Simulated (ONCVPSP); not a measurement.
# Be (Z = 4): one change to an ONCV potential, before and after

* Element: beryllium
* Generator: ONCVPSP 4.0.1
* Type: optimised norm-conserving Vanderbilt (ONCV)
* Functional: PBE
* Relativity: non-relativistic
* Frozen core: [He]
* Valence charge: 2
* Reference configuration: 2s2
* Partial waves: 2s: rc 2.20 bohr, ncon 4, nbas 8, qcut 3.7 1/bohr, 2 projectors, debl 0.7 Ha; p scattering state at 0.13 Ha: rc 1.85 bohr, ncon 3, nbas 7, qcut 5.4 1/bohr, 1 projector
* Local potential: polynomial inside 1.20 bohr (lpopt 2, dvloc0 6 Ha)
* Core correction: Teter function, fcfact 2.5, rcfact 1

In the p channel the program set the typed energies aside and used 0.050 Ha.

Change: s: rc 1.7.

Cutoffs: the cutoffs (Ha) at which the residual kinetic energy of the hardest occupied pseudo-wave falls to 1 and 0.1 mHa per electron; they do not see the model core or the augmentation charge, which bear on the density cutoff. Errors are all-electron minus pseudo energies relative to the spin-unpolarised reference configuration.

Predict the effect on cutoff, ghosts and configuration errors.

The potential gets harder (4.7 Ha and 6.7 Ha → 5.8 Ha and 14 Ha); of the 3 tests that both files solve, the error grows in 2 and shrinks in 1 by more than 15 % and 0.3 meV (median size 2.2 → 1.2 meV); neither file shows a bound ghost. A smaller radius makes the pseudo-wave follow the all-electron one further in, where it bends more sharply, so more plane waves are needed.

```csv
quantity,base,changed
"cutoff, loose",4.7 Ha,5.8 Ha
"cutoff, tight",6.7 Ha,14 Ha
bound ghosts,none,none
GHOST(+) flags under 300 eV,none,none
tests with a reliable result,3 of 4,3 of 4
"error for 2s1, meV [ΔE 9.55 eV]",+7.4,+10
"error for 2s1.5, meV [ΔE 3.76 eV]",+0.7,+1.2
"error for 2s1 2p1, meV [ΔE 3.61 eV]",-2.2,-0.5
p: phases at 1.88 bohr within 0.05 rad from the reference energy up to (Ha; the scan ends near 5),1.9,1.9
"rms error of d²Exc/dni dnj with the model core, mHa",1.63,1.71
```
